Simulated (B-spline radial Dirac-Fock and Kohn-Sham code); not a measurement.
**Ionisation of each subshell: Nd²²⁺**

System: Nd²²⁺, [Kr] 4d2; nuclear rms radius 4.9123 fm (A = 142).

The run's input, task.json:

```json
{"items": [{
  "Z": 60,
  "q": 22,
  "cfg": [[1, 0, 2], [2, 0, 2], [2, 1, 6], [3, 0, 2], [3, 1, 6], [3, 2, 10], [4, 0, 2], [4, 1, 6], [4, 2, 2]],
  "A": 142,
  "rrms": 4.9123,
  "do": ["binding"]
}]}
```

Command: `python xray_run.py task.json out`

Level of theory: multi-electron Dirac-Fock with separately optimised hole states, Breit and Lamb-shift corrections added in first order; a radial B-spline solver. Correlation energy is missing from these numbers. Energies are counted from the vacuum level.

All terms are in eV, carry their sign (relaxation lowers the binding energy) and add up to the binding energy; ⟨r⟩ is the mean radius of the orbital in the initial state.

```tsv
subshell	−ε (Koopmans)	relaxation	Breit	QED	binding energy	⟨r⟩ (bohr)
1s	44462.3	-56.74	-115.64	-59.24	44230.7	0.024
2s	7838.0	-24.76	-11.88	-7.85	7793.5	0.100
2p1/2	7432.7	-28.51	-19.60	0.40	7385.0	0.084
2p3/2	6910.7	-26.76	-12.68	-0.47	6870.7	0.091
3s	2226.2	-6.47	-2.06	-1.72	2216.0	0.263
3p1/2	2053.3	-7.04	-3.49	0.07	2042.9	0.253
3p3/2	1945.1	-6.49	-2.10	-0.10	1936.4	0.265
3d3/2	1648.7	-8.14	-1.39	0.16	1639.4	0.236
3d5/2	1625.6	-7.89	-0.83	0.10	1616.9	0.240
4s	888.2	-0.89	-0.54	-0.46	886.3	0.566
4p1/2	813.9	-0.93	-0.88	0.02	812.1	0.573
4p3/2	785.4	-0.84	-0.51	-0.02	784.0	0.592
4d	673.5	-0.82	-0.20	0.03	672.5	0.604
```

For the deepest level, K (1s), the Breit terms make up -0.261 % of the binding energy, QED -0.134 % and orbital relaxation -0.128 %.

Spin-orbit splittings: 2p 514.2 eV, 3p 106.5 eV, 3d 22.43 eV, 4p 28.07 eV.

Going to the tabulated ground configuration of the next ion removes an electron from N4,5 (4d), computed at 672.5 eV. NIST lists 678 ± 4 eV as the ionisation energy of this species (theoretical), +5.46 eV from the computed value. Where a p, d or f shell is open in either ion the computed value averages over both j values and all terms, while the table refers to the lowest levels; that difference holds spin-orbit splitting (largest in heavy or highly charged ions), term energies where several electrons share open shells, and correlation, and it can reach 10 % or more.
